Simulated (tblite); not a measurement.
Compound: C6H8AlFO2.
SMILES with atom numbers: `[CH2:1]=[CH:2][C:3]1=[O+:4][AlH2-:5][O:6][C:7]([CH2:8][F:9])=[CH:10]1` (hydrogens: H11, H12 on C1; H13 on C2; H14, H15 on Al5; H16, H17 on C8; H18 on C10)
Bond orders are those of one Lewis drawing.

Computed with GFN2-xTB (tblite), gas phase: L-BFGS steps from a force-field or distance-geometry start until the largest atomic force falls under 0.01 eV/Å.

Step 61: E = -841.6254 eV
```
atom  x, y, z in Å  |  force x, y, z in eV/Å
C1      3.3494   -0.2787    0.1674   -0.051   0.020   0.052
C2      2.1530   -0.8396    0.3272   -0.035   0.002   0.006
C3      0.9022   -0.1151    0.0849   -0.005   0.021  -0.029
O4      0.9402    1.1045   -0.2946    0.027   0.033   0.002
Al5    -0.3523    2.2974   -0.7133    0.074   0.047  -0.028
O6     -1.6230    1.0240   -0.4833    0.003  -0.015  -0.004
C7     -1.5152   -0.1627   -0.0288   -0.016  -0.031   0.016
C8     -2.8117   -0.9159    0.1694   -0.035  -0.057   0.039
F9     -2.6250   -2.0710    0.8789   -0.062   0.016  -0.039
C10    -0.3150   -0.7879    0.2621    0.004  -0.006   0.001
H11     4.2669   -0.8158    0.3448   -0.060   0.026  -0.021
H12     3.4266    0.7540   -0.1361    0.022  -0.029  -0.021
H13     2.0383   -1.8675    0.6395    0.053  -0.007  -0.002
H14    -0.2203    2.6642   -2.2055   -0.012  -0.036   0.025
H15    -0.5237    3.3140    0.4347    0.013   0.009   0.001
H16    -3.2327   -1.1993   -0.8055   -0.022   0.066   0.077
H17    -3.5263   -0.2965    0.7253    0.006  -0.040  -0.073
H18    -0.3399   -1.8019    0.6212    0.098  -0.018  -0.003
```

Step 62: E = -841.6261 eV
```
atom  x, y, z in Å  |  force x, y, z in eV/Å
C1      3.3500   -0.2783    0.1689   -0.035   0.032   0.030
C2      2.1521   -0.8380    0.3274    0.014  -0.016  -0.010
C3      0.9006   -0.1164    0.0833    0.036   0.043   0.007
O4      0.9399    1.1040   -0.2910    0.032   0.064  -0.024
Al5    -0.3502    2.2956   -0.7118    0.044   0.083  -0.024
O6     -1.6185    1.0201   -0.4796   -0.039   0.005  -0.001
C7     -1.5160   -0.1672   -0.0246    0.006   0.018  -0.039
C8     -2.8130   -0.9173    0.1704    0.001   0.001   0.007
F9     -2.6367   -2.0656    0.8852   -0.019  -0.102   0.041
C10    -0.3152   -0.7910    0.2607    0.053  -0.010   0.007
H11     4.2706   -0.8145    0.3429   -0.121   0.035  -0.014
H12     3.4302    0.7547   -0.1364    0.005  -0.058  -0.005
H13     2.0359   -1.8660    0.6372    0.066  -0.027   0.009
H14    -0.2254    2.6683   -2.2027   -0.006  -0.051   0.017
H15    -0.5206    3.3188    0.4313    0.014  -0.007   0.007
H16    -3.2316   -1.2023   -0.8008   -0.039   0.026  -0.058
H17    -3.5300   -0.2948    0.7108   -0.073   0.052   0.029
H18    -0.3309   -1.8039    0.6173    0.062  -0.086   0.022
```

Step 63: E = -841.6277 eV
```
atom  x, y, z in Å  |  force x, y, z in eV/Å
C1      3.3489   -0.2787    0.1706   -0.028   0.028   0.017
C2      2.1508   -0.8375    0.3288    0.025  -0.012  -0.008
C3      0.9005   -0.1148    0.0833    0.029   0.033   0.014
O4      0.9408    1.1057   -0.2916    0.025   0.051  -0.022
Al5    -0.3489    2.2967   -0.7141    0.027   0.057  -0.003
O6     -1.6191    1.0201   -0.4809   -0.028  -0.002   0.005
C7     -1.5162   -0.1668   -0.0248    0.006   0.018  -0.032
C8     -2.8126   -0.9179    0.1715   -0.051  -0.022   0.004
F9     -2.6315   -2.0757    0.8751   -0.049  -0.003  -0.021
C10    -0.3149   -0.7897    0.2615    0.048  -0.009   0.003
H11     4.2684   -0.8157    0.3439   -0.103   0.025  -0.005
H12     3.4318    0.7529   -0.1377   -0.002  -0.042  -0.005
H13     2.0360   -1.8653    0.6401    0.055  -0.021   0.008
H14    -0.2250    2.6653   -2.2046   -0.004  -0.042   0.002
H15    -0.5231    3.3191    0.4291    0.016  -0.004   0.003
H16    -3.2377   -1.1913   -0.8033   -0.010   0.030   0.031
H17    -3.5275   -0.2973    0.7225   -0.014  -0.015  -0.006
H18    -0.3294   -1.8028    0.6189    0.060  -0.070   0.016
```

Problem. Estimate the geometry and energy of step 64. (The exact step hangs on the optimiser's Hessian estimate; all steps are aligned on step 63, rigid shifts and turns removed.)

Solution. E = -841.6291 eV, largest force 0.106 eV/Å
```
atom  x, y, z in Å  |  force x, y, z in eV/Å
C1      3.3476   -0.2785    0.1727   -0.017   0.019  -0.003
C2      2.1499   -0.8373    0.3302    0.023  -0.004  -0.005
C3      0.9010   -0.1127    0.0837    0.014   0.016   0.020
O4      0.9420    1.1083   -0.2911    0.018   0.021  -0.015
Al5    -0.3471    2.2985   -0.7160    0.003   0.015   0.023
O6     -1.6194    1.0193   -0.4813   -0.006  -0.007   0.011
C7     -1.5157   -0.1674   -0.0250    0.007   0.007  -0.020
C8     -2.8129   -0.9184    0.1722   -0.061  -0.020   0.004
F9     -2.6307   -2.0835    0.8665   -0.065   0.064  -0.054
C10    -0.3133   -0.7896    0.2622    0.028  -0.003  -0.003
H11     4.2657   -0.8163    0.3441   -0.066   0.004   0.008
H12     3.4331    0.7508   -0.1388   -0.009  -0.007  -0.006
H13     2.0370   -1.8652    0.6425    0.041  -0.009   0.005
H14    -0.2278    2.6615   -2.2061    0.001  -0.030  -0.019
H15    -0.5249    3.3199    0.4271    0.017   0.003   0.003
H16    -3.2436   -1.1815   -0.8040    0.005   0.021   0.063
H17    -3.5251   -0.2975    0.7296    0.020  -0.059  -0.014
H18    -0.3246   -1.8039    0.6197    0.049  -0.030   0.002
```

The energy changes by -0.0014 eV. The first-order estimate −F·Δx gives -0.0019 eV and the mean of the old and new forces, exact on a quadratic surface, -0.0014 eV. The step makes an angle of 67° with the force vector and moves no atom by more than 0.012 Å.

What follows is the cost of the whole relaxation. On one thread of an Intel Xeon at 2.50 GHz, no GPU (shared host), this took 2.4 s wall.
